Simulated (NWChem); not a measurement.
Species: CsBr; SMILES [Br][Cs]

Results from NWChem. Medium grid unless said otherwise, to which SCAN and Minnesota functionals are sensitive. Coordinates come from a PBE0-D3(BJ)/def2-TZVP optimisation. def2 effective core potentials on Cs; no spin-orbit coupling.

Task: What does the run give for r2SCAN0/def2-SVP? Quantities: highest occupied level (eV); orbital gap (eV); dipole (D).

Result: 
```
Property                     Value
---------------------------  -----
highest occupied level (eV)  -5.62
orbital gap (eV)              4.72
dipole (D)                   10.95
```
